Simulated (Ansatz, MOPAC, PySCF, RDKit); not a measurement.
Complex: NH3 (SMILES N) (first 4 atoms) with Si2H6 (SMILES [SiH3][SiH3]); geometry from B3LYP-D3(BJ)/def2-TZVP, rigid monomers moved along the line of their centres of mass till N1···Si5 is 2.86 Å.
(charge 0, multiplicity 1):
```xyz
12

N     -0.41247     0.18904     0.96085
H     -0.35981    -0.69423     0.46676
H     -1.36153     0.53396     0.87454
H      0.19811     0.84359     0.48555
Si     0.14427    -1.16618     3.41157
Si     0.26130     1.16812     3.56767
H      0.43257    -1.79640     4.72896
H      1.13969    -1.69337     2.44786
H     -1.20916    -1.61083     3.00102
H      0.59517     1.59216     4.95479
H     -1.03600     1.79615     3.21923
H      1.31403     1.71507     2.67812
```

```tsv
level	interaction energy (meV)	cost
MMFF94	654.6	-
UFF	499.7	-
PM3	154.4	-
HF/6-31G*	31.3	-
HF/6-31G* (no counterpoise)	-50.8	-
HF/aug-cc-pV(D+d)Z	99.0	-
r2SCAN/def2-TZVPPD	-116.6	×1
r2SCAN-D3(BJ)/def2-TZVPPD	-145.6	×1
r2SCAN-D4/def2-TZVPPD	-140.4	×1
B3LYP/6-31G* (no counterpoise)	-134.5	-
B3LYP/def2-TZVPPD	24.1	×2
PBE0-D3(BJ)/def2-TZVPPD	-159.5	×1
MP2/6-31G*	-24.3	-
CCSD(T)/aug-cc-pV(D+d)Z	-63.7	×8
```

The rows run from -159.5 (PBE0-D3(BJ)/def2-TZVPPD) to 654.6 meV (MMFF94). The dispersion term adds -29.0 in r2SCAN-D3(BJ), -23.8 in r2SCAN-D4.

Counterpoise-corrected where a basis set is named; no monomer relaxation. Rows marked so take none. RDKit's UFF carries no charges.

Frozen-core correlation. Rows in 6-31G* carry no dispersion term and start afresh at each structure (6-31G* with six Cartesian d functions). MP2/6-31G* freezes PySCF's default core. The state that PM3 reach isn't checked.

Codes used: Ansatz (an electronic-structure program) with Gaussian orbitals; MOPAC for PM3 (differences of heats of formation); PySCF for 6-31G* rows, the dispersion terms; RDKit for the force fields. Each number belongs to the level named beside it.

Costs are rough ratios of core time to PBE/def2-TZVPPD (about 15 s over the structures, on one shared machine); a dash marks a level with no comparable run of its own.
